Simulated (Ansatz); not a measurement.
Problem. Name a neutral molecule of B, Cl, N, S and H with LUMO energy (ωB97M-V/def2-TZVPP) between 1.70 and 2.00 eV and HOMO energy (PBE0/def2-TZVPP) between -7.65 and -7.35 eV (Ansatz, PBE0-D4/def2-TZVP geometry).

Solution. `NB(S)Cl` (1.84 eV, -7.52 eV). Other molecules can fit too; these were computed, each in one conformer that needn't be the lowest.
